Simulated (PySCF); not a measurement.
# Potential energy of InO⁻ along the bond

Set-up: In aug-cc-pVDZ-PP with ECP28, O aug-cc-pVDZ; scalar-relativistic core potentials (PySCF 2.14). Energies in eV from In + O⁻ in their ground configurations at the same level. State: ¹Σ⁺ (singlet), closed shell.

All columns are LC-ωPBE. A positive dipole points towards O; it is taken about the centre of mass and depends on that origin.

```
R (Å)  E (eV)  μ (D)  Mulliken charge on In (basis-dependent)  HOMO (eV)  LUMO (eV)  Mayer bond order  ⟨S²⟩
1.669  -2.789  -2.43                                     0.24      -2.45       3.67              1.11  0.00
1.747  -3.505  -3.16                                     0.21      -2.59       3.66              1.17  0.00
1.825  -3.867  -3.86                                     0.19      -2.69       3.65              1.23  0.00
1.883  -3.972  -4.37                                     0.18      -2.74       3.64              1.27  0.00
1.941  -3.971  -4.88                                     0.17      -2.78       3.63              1.30  0.00
1.999  -3.890  -5.38                                     0.16      -2.80       3.61              1.33  0.00
2.077  -3.694  -6.03                                     0.16      -2.80       3.59              1.36  0.00
2.174  -3.355  -6.82                                     0.15      -2.77       3.56              1.39  0.00
2.290  -2.870  -7.75                                     0.15      -2.68       3.52              1.41  0.00
2.446  -2.176  -8.92                                     0.15      -2.42       3.46              1.42  0.00
```

A fit through these points gives, at Re = 1.911 Å, μ = -4.62 D and dμ/dR = -8.68 D/Å; the reduced mass is 14.04 u.

Question: How strong is the fundamental in the double-harmonic approximation, I = 42.26·(dμ/dR)²/μred km/mol?

Answer: I = 42.26·(-8.68)²/14.04 = 227 km/mol at LC-ωPBE.

These are scalar-relativistic numbers at best; spin–orbit coupling would shift them, the dissociation energy most. For an ion De counts to the pair picked by the measured ionisation energies or electron affinities, which need not be the lowest pair at this level.
